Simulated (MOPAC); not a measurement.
Job for MOPAC: PM7 on C2H5F3 (a complex), monomers drawn apart or pushed together.

```
PM7 1SCF PRECISE CHARGE=0 THREADS=1
C2H5F3

C      0.08672985 1    -0.71236164 1    -0.22889416 1
F      0.32033012 1     0.51066980 1     0.40338687 1
H     -0.02825051 1    -1.47859878 1     0.53634464 1
H     -0.82289845 1    -0.62502595 1    -0.82320302 1
H      0.93838050 1    -0.93642624 1    -0.87133675 1
F      0.02928137 1    -1.16250809 1     4.27585962 1
C      0.28431976 1     0.15107810 1     4.55823527 1
F      0.32615735 1     0.29214392 1     5.91324856 1
H     -0.52999009 1     0.75620155 1     4.16204827 1
H      1.25614298 1     0.41363171 1     4.14252957 1
```

It printed:

```
*******************************************************************************
 **                                                                           **
 **                              MOPAC v23.2.5                                **
 **                                                                           **
 *******************************************************************************
 ** MOPAC's Digital Object Identifier: https://doi.org/10.5281/zenodo.6511958 **
 **                                                                           **
 ** Please cite the open-source release paper for use of this MOPAC version:  **
 ** J. E. Moussa and J. J. P. Stewart (2026)                                  **
 ** MOPAC: An open-source semiempirical molecular orbital program             **
 ** J. Open Source Softw., 11(119), 8025, https://doi.org/10.21105/joss.08025 **
 *******************************************************************************

                              PM7 CALCULATION RESULTS

 *******************************************************************************
 *  PM7        - The PM7 Hamiltonian to be used
 *
 *
 *
 *                 CHARGE ON SYSTEM = 0
 *
 *
 *
 *  PRECISE    - TIGHTER CRITERIA TO BE USED
 *  1SCF       - DO 1 SCF AND THEN STOP
 *  THREADS=1  - MULTI-THREADING NOT USED
 *  T=         - A TIME OF 172800.0 SECONDS REQUESTED
 *  DUMP=N     - RESTART FILE WRITTEN EVERY 7200.0 SECONDS REQUESTED
 *******************************************************************************
PM7 1SCF PRECISE CHARGE=0 THREADS=1
 C2H5F3

   ATOM   CHEMICAL          X               Y               Z
  NUMBER   SYMBOL      (ANGSTROMS)     (ANGSTROMS)     (ANGSTROMS)

     1       C          0.08672985  *  -0.71236164  *  -0.22889416  *
     2       F          0.32033012  *   0.51066980  *   0.40338687  *
     3       H         -0.02825051  *  -1.47859878  *   0.53634464  *
     4       H         -0.82289845  *  -0.62502595  *  -0.82320302  *
     5       H          0.93838050  *  -0.93642624  *  -0.87133675  *
     6       F          0.02928137  *  -1.16250809  *   4.27585962  *
     7       C          0.28431976  *   0.15107810  *   4.55823527  *
     8       F          0.32615735  *   0.29214392  *   5.91324856  *
     9       H         -0.52999009  *   0.75620155  *   4.16204827  *
    10       H          1.25614298  *   0.41363171  *   4.14252957  *



          CARTESIAN COORDINATES

    NO.       ATOM           X           Y           Z

     1         C          0.0867     -0.7124     -0.2289
     2         F          0.3203      0.5107      0.4034
     3         H         -0.0283     -1.4786      0.5363
     4         H         -0.8229     -0.6250     -0.8232
     5         H          0.9384     -0.9364     -0.8713
     6         F          0.0293     -1.1625      4.2759
     7         C          0.2843      0.1511      4.5582
     8         F          0.3262      0.2921      5.9132
     9         H         -0.5300      0.7562      4.1620
    10         H          1.2561      0.4136      4.1425

 General Reference for PM7:
 "Optimization of Parameters for Semiempirical Methods VI: More Modifications to the
 NDDO Approximations and Re-optimization of Parameters", J. J. P. Stewart, J. Mol. Mod., 1:32, 19 (2013)
 https://link.springer.com/article/10.1007/s00894-012-1667-x

           Empirical Formula: C2 H5 F3  =    10 atoms



      MOLECULAR POINT GROUP   :   Cs


      RHF CALCULATION, NO. OF DOUBLY OCCUPIED LEVELS = 17


 -------------------------------------------------------------------------------
 PM7 1SCF PRECISE CHARGE=0 THREADS=1
 C2H5F3



     1SCF WAS SPECIFIED, SO BFGS WAS NOT USED
     SCF FIELD WAS ACHIEVED


                              PM7 CALCULATION
                                                       MOPAC v23.2.5 Linux




          FINAL HEAT OF FORMATION =       -145.70729 KCAL/MOL =    -609.63930 KJ/MOL


          COSMO AREA              =        131.76 SQUARE ANGSTROMS
          COSMO VOLUME            =        106.92 CUBIC ANGSTROMS

          IONIZATION POTENTIAL    =         13.274311 EV
          HOMO LUMO ENERGIES (EV) =        -13.274  2.550
          NO. OF FILLED LEVELS    =         17
          MOLECULAR WEIGHT        =         86.0567         POINT GROUP:  Cs

          MOLECULAR DIMENSIONS (Angstroms)

            Atom       Atom       Distance
            F     8    H     5     6.92205
            H     4    H    10     2.52316
            F     2    F     6     2.33409


          SCF CALCULATIONS        =          1





   ATOM   CHEMICAL          X               Y               Z
  NUMBER   SYMBOL      (ANGSTROMS)     (ANGSTROMS)     (ANGSTROMS)

     1       C          0.08672985  *  -0.71236164  *  -0.22889416  *
     2       F          0.32033012  *   0.51066980  *   0.40338687  *
     3       H         -0.02825051  *  -1.47859878  *   0.53634464  *
     4       H         -0.82289845  *  -0.62502595  *  -0.82320302  *
     5       H          0.93838050  *  -0.93642624  *  -0.87133675  *
     6       F          0.02928137  *  -1.16250809  *   4.27585962  *
     7       C          0.28431976  *   0.15107810  *   4.55823527  *
     8       F          0.32615735  *   0.29214392  *   5.91324856  *
     9       H         -0.52999009  *   0.75620155  *   4.16204827  *
    10       H          1.25614298  *   0.41363171  *   4.14252957  *

                             CARTESIAN COORDINATES

   1    C        0.086729850    -0.712361640    -0.228894160
   2    F        0.320330120     0.510669800     0.403386870
   3    H       -0.028250510    -1.478598780     0.536344640
   4    H       -0.822898450    -0.625025950    -0.823203020
   5    H        0.938380500    -0.936426240    -0.871336750
   6    F        0.029281370    -1.162508090     4.275859620
   7    C        0.284319760     0.151078100     4.558235270
   8    F        0.326157350     0.292143920     5.913248560
   9    H       -0.529990090     0.756201550     4.162048270
  10    H        1.256142980     0.413631710     4.142529570


           Empirical Formula: C2 H5 F3  =    10 atoms



      MOLECULAR POINT GROUP   :   Cs


                  EIGENVALUES
 -41.02528 -40.80785 -40.30639 -25.02856 -24.92403 -18.22235 -17.77372 -17.57082
 -16.86830 -16.86181 -16.11663 -15.85993 -15.30848 -14.64371 -13.48634 -13.47959
 -13.27431   2.55039   2.58269   2.74530   4.60609   4.70251   5.07501   5.09935
   5.68116


              NET ATOMIC CHARGES AND DIPOLE CONTRIBUTIONS

  ATOM NO.   TYPE          CHARGE      No. of ELECS.   s-Pop       p-Pop
    1          C          -0.202733        4.2027     1.09915     3.10358
    2          F          -0.210668        7.2107     1.97356     5.23711
    3          H           0.140298        0.8597     0.85970
    4          H           0.136572        0.8634     0.86343
    5          H           0.136533        0.8635     0.86347
    6          F          -0.212663        7.2127     1.97128     5.24138
    7          C           0.147550        3.8524     1.14532     2.70713
    8          F          -0.206151        7.2062     1.97086     5.23529
    9          H           0.135639        0.8644     0.86436
   10          H           0.135625        0.8644     0.86438
 DIPOLE           X         Y         Z       TOTAL
 POINT-CHG.    -0.030    -0.076    -2.517     2.519
 HYBRID        -0.008    -0.049     0.284     0.288
 SUM           -0.038    -0.125    -2.234     2.237


          ATOMIC ORBITAL ELECTRON POPULATIONS

     Atom    s        px        py        pz
    1  C   1.09915   1.14189   0.88146   1.08023
    2  F   1.97356   1.97359   1.42207   1.84145
    3  H   0.85970
    4  H   0.86343
    5  H   0.86347
    6  F   1.97128   1.96821   1.33299   1.94019
    7  C   1.14532   1.10772   0.81093   0.78848
    8  F   1.97086   1.99144   1.96594   1.27791
    9  H   0.86436
   10  H   0.86438

 **********************
 *                    *
 * JOB ENDED NORMALLY *
 *                    *
 **********************




 == MOPAC DONE ==
```

The run finished.

Cost: around 0.04 core-seconds (rough).
